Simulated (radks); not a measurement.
Question: Species: Ir III. Configuration: [Xe] 4f14 5d7. Calculated with a radial shooting solver on a logarithmic mesh with Libxc functionals: Dirac Kohn-Sham, SOGGA, spin-unpolarised, spherical densities, point nucleus; open shells fill j = l - 1/2 first. Some entries of the table are withheld. Estimate them.

| orbital | occ. | eigenvalue (eV) | r(max) (bohr) | <r> (bohr) |
|---|---|---|---|---|
| 1s1/2 | 2 | -76011.03 | 0.01082 | 0.01744 |
| 2s1/2 | 2 | -13301.07 | 0.06251 | 0.07297 |
| 2p1/2 | 2 | -12741.83 | 0.04621 | (1) |
| 2p3/2 | 4 | -11114.91 | 0.05337 | (2) |
| 3s1/2 | 2 | (3) | (4) | 0.1900 |
| 3p1/2 | 2 | (5) | 0.1644 | (6) |
| 3p3/2 | 4 | (7) | 0.1790 | (8) |
| 3d3/2 | 4 | -2099.245 | 0.1397 | 0.1705 |
| 3d5/2 | 6 | -2022.263 | 0.1437 | 0.1752 |
| 4s1/2 | 2 | -679.5945 | 0.3977 | 0.4233 |
| 4p1/2 | 2 | -574.0192 | 0.3965 | 0.4267 |
| 4p3/2 | 4 | -489.6915 | 0.4269 | 0.4605 |
| 4d3/2 | 4 | -316.7029 | 0.4212 | 0.4720 |
| 4d5/2 | 6 | -301.0514 | 0.4306 | 0.4833 |
| 5s1/2 | 2 | -115.0603 | 0.8918 | 0.9793 |
| 5p1/2 | 2 | -81.9342 | (9) | 1.065 |
| 4f5/2 | 6 | -80.9857 | 0.3925 | 0.5316 |
| 4f7/2 | 8 | -77.8664 | 0.3973 | 0.5393 |
| 5p3/2 | 4 | -68.3487 | (10) | 1.164 |
| 5d3/2 | 4 | -24.9573 | 1.274 | 1.594 |
| 5d5/2 | 3 | -23.6425 | 1.314 | 1.649 |

Answer: 
(1) 2p1/2 <r> (bohr): 0.06018
(2) 2p3/2 <r> (bohr): 0.06849
(3) 3s1/2 eigenvalue (eV): -3123.673
(4) 3s1/2 r(max) (bohr): 0.1759
(5) 3p1/2 eigenvalue (eV): -2873.301
(6) 3p1/2 <r> (bohr): 0.1801
(7) 3p3/2 eigenvalue (eV): -2517.104
(8) 3p3/2 <r> (bohr): 0.1954
(9) 5p1/2 r(max) (bohr): 0.9475
(10) 5p3/2 r(max) (bohr): 1.029
